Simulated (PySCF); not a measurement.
Cl$_{4}$Pd, charge -2, singlet, geometry from GFN2-xTB (such geometries of metal compounds can be far from the true shape) (core potentials on Pd) (in this run its highest filled SCF level lies above zero, so its values depend strongly on the basis, on diffuse functions most of all). Base run: R2SCAN/def2-SV(P) run with PySCF.

PySCF was given this input:
```python
from pyscf import gto, scf, dft

mol = gto.Mole()
mol.atom = '''
    Pd   -0.00000000   -0.00000000   -0.00000000
    Cl    2.19013518   -0.73965983    0.01465684
    Cl    0.73958819    2.19017230    0.01257871
    Cl   -2.19013518    0.73965983   -0.01465684
    Cl   -0.73958819   -2.19017230   -0.01257871
'''
mol.basis = 'def2-sv(p)'
mol.ecp = {'Pd': 'def2-sv(p)'}
mol.charge = -2
mol.verbose = 4
mol.build()

mf = dft.RKS(mol)
mf.xc = 'r2scan'
mf.kernel()
```

The base run was repeated with changes; each row names its change, and settings that it needs were set with it.

```json
[
 {"change": "base", "ΔE vs base (mEh)": "0.000", "outcome": "converged"},
 {"change": "auxbasis = def2-universal-jkfit", "ΔE vs base (mEh)": "-0.066", "outcome": "converged"},
 {"change": "auxbasis = cc-pvdz-jkfit", "ΔE vs base (mEh)": "-", "outcome": "input refused"},
 {"change": "auxbasis = even-tempered beta=3.0", "ΔE vs base (mEh)": "-64.544", "outcome": "converged"},
 {"change": "auxbasis = cc-pvtz-ri", "ΔE vs base (mEh)": "-", "outcome": "input refused"},
 {"change": "auxbasis = def2-svp-ri", "ΔE vs base (mEh)": "-", "outcome": "input refused"},
 {"change": "auxbasis = autoaux", "ΔE vs base (mEh)": "-0.090", "outcome": "converged"},
 {"change": "auxbasis = def2-tzvp-ri", "ΔE vs base (mEh)": "-", "outcome": "input refused"},
 {"change": "auxbasis = cc-pvtz-jkfit", "ΔE vs base (mEh)": "-", "outcome": "input refused"},
 {"change": "auxbasis = default (with mf = mf.density_fit())", "ΔE vs base (mEh)": "-0.358", "outcome": "converged"}
]
```

A fitting set is made for a task (jfit for Coulomb, jkfit for Coulomb and exchange, ri for correlation) and for a family of orbital bases.

- auxbasis = cc-pvdz-jkfit: ended with `pyscf.lib.exceptions.BasisNotFoundError: Basis set not found for Pd in cc-pvdz-jkfit`
- auxbasis = cc-pvtz-ri: ended with `pyscf.lib.exceptions.BasisNotFoundError: Basis set not found for Pd in cc-pvtz-ri`
- auxbasis = def2-svp-ri: ended with `pyscf.lib.exceptions.BasisNotFoundError: Basis set not found for Pd in def2-svp-ri`
